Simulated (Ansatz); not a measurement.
**Relative stability**

Two relaxed structures of Al2H2F2, closed shell (PBE0-D4/def2-TZVP; forces vanish, vibrations not checked).

A:

```xyz
6
angstrom
F 0.2180 -1.0720 -2.2303
Al 0.8033 -0.1089 -1.0196
Al -0.7035 0.1966 1.0785
F -2.1447 -0.6151 1.0923
H 2.2343 0.5232 -1.2868
H -0.4075 1.0762 2.3659
```

B:

F1  (-0.018, -0.398, -2.763)
Al2  (0.845, -0.118, -1.380)
Al3  (-0.504, 0.452, 0.622)
F4  (0.118, -1.185, -0.021)
H5  (2.417, -0.187, -1.426)
H6  (-1.349, 0.192, 1.950)
(Å)

Program: Ansatz 0.2.0. Basis: def2-TZVPP. Cores are frozen in the correlated methods. B3LYP uses VWN-RPA correlation.

Task: Which structure is lower at CCSD(T), and by how much? (An estimate is asked for; the value comes from the calculation.)

Result: By the calculation: A, by 27.6 kJ/mol (electronic energy, against the other). By their contacts, A is Al₂H₂F₂ ([F][AlH][AlH][F]) and B is Al₂H₂F₂ ([F][AlH]1[F][AlH]1).

All methods give the same order:

```
   method  E(B) − E(A) (kJ/mol)
   PBE-D4                  19.1
r2SCAN-D4                  18.4
  PBE0-D4                  24.7
 B3LYP-D4                  26.4
  wB97M-V                  15.7
       HF                  49.4
      MP2                  29.4
     CCSD                  31.2
  CCSD(T)                  27.6
```

T1 diagnostic: at most 0.014.

Labels in which every atom is bracketed show which atoms are joined, not bond orders.

For scale, one of the runs: CCSD(T)/def2-TZVPP, 174 basis functions, launched by `ansatz run in.yaml --threads 2 --pin off --events-out ev --progress --plain --max-ram 4352MiB`. Time: 72 s of wall clock on 2 CPU threads of an AMD EPYC; the host was shared. Peak host memory: 1.5 GiB.
